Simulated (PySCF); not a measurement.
Static response to an electric field

C3H7FOSi.
Geometry (GFN2-xTB, Å), atoms numbered from 1 in this order:
```
atom  x, y, z in Å
O1     1.7224    1.1444    0.7510
Si2    1.5691   -0.4527    0.5159
C3    -0.2860   -0.9269    0.3662
C4    -0.9194   -0.1877   -0.7518
C5    -1.6917    0.8706   -0.5891
F6    -2.1972    1.5513   -1.6428
H7     1.2600    1.7891    0.2214
H8     2.2528   -0.8710   -0.7094
H9     2.1485   -1.0076    1.7289
H10   -0.7955   -0.6947    1.3012
H11   -0.3763   -1.9975    0.1940
H12   -0.6895   -0.5180   -1.7549
H13   -2.0016    1.3012    0.3515
```

Level: CAM-B3LYP/def2-SVPD (PySCF), static field, nuclei fixed, core orbitals frozen in the response. The polarisability tensor in these axes (au):

```
x    73.67 -10.36   6.13
y   -10.36  66.71  -3.02
z     6.13  -3.02  61.32
```

What are the eigenvalues, a third of the trace, and Δα (Δα² = ½Σ(αi − αj)² over the three pairs)?

Principal values 58.17, 60.33 and 83.20 au; mean 67.23 au = 9.96 Å³ = 11.09 × 10⁻⁴⁰ C²·m²/J; Δα = 24.02 au (36 % of the mean).

What is the dipole moment, and where does it point?

(-0.26, -1.05, 0.36) D, 1.14 D in size, pointing from the negative to the positive side. Measured along this direction, the outermost atoms are H7 at the negative end and H11 at the positive end.

Along which axes do the principal values lie, and how far do the nuclei extend along each?

Largest value along (0.78, -0.55, 0.30), where the nuclei span 5.80 Å; middle along (0.24, 0.70, 0.67), 3.42 Å; least along (-0.57, -0.45, 0.68), 3.04 Å. The response follows the extents in order.

Refractivity n − 1 of an ideal gas of it at 500 K and 1 atm, from the electronic α?

N = p/kT = 1.4678 × 10¹⁹ cm⁻³, so n − 1 = 2π × N × 9.96 × 10⁻²⁴ cm³ = 919 × 10⁻⁶ at long wavelengths.

Find the Langevin capture rate constant for NH4+ (18.034 u) meeting this molecule (106.025 u), k = 2.342 × 10⁻⁹ cm³/s × √(α in Å³ / reduced mass in u).

The reduced mass is 15.41 u, so k = 1.88 × 10⁻⁹ cm³/s. The formula leaves out the permanent dipole, which adds to the capture rate.

Orientational against electronic polarisability at 500 K (dilute gas, rigid molecules)?

In Gaussian units μ²/3kT = 6.28 Å³ against 9.96 Å³, a ratio of 0.63; the Debye molar polarisation (4π/3)N_A(α + μ²/3kT) is 41.0 cm³/mol, leaving out the vibrational part.

Sum over states: ᾱ = Σ f/ω², ω in Eh. What share falls to these 8 lowest TDDFT singlets (eV, f)? 6.53, 0.0401; 6.73, 0.2807; 7.07, 0.0225; 7.35, 0.0028; 7.64, 0.0327; 7.85, 0.0025; 8.05, 0.0835; 8.34, 0.0171.

They add up to 7.24 au, 10.8 % of the 67.23 au; the largest single term is 4.59 au, from the state at 6.73 eV. Terms in order: 0.70, 4.59, 0.33, 0.04, 0.41, 0.03, 0.96, 0.18 au. Higher excitations give the rest. The strengths listed sum to 0.482.

Isolated species at its GFN2-xTB geometry (one conformer only).

These values come from a run that also computed excited states. The run took 48 s wall on Arm Neoverse N1, one thread, on a shared host, and the process peaked at 0.81 GiB of memory.
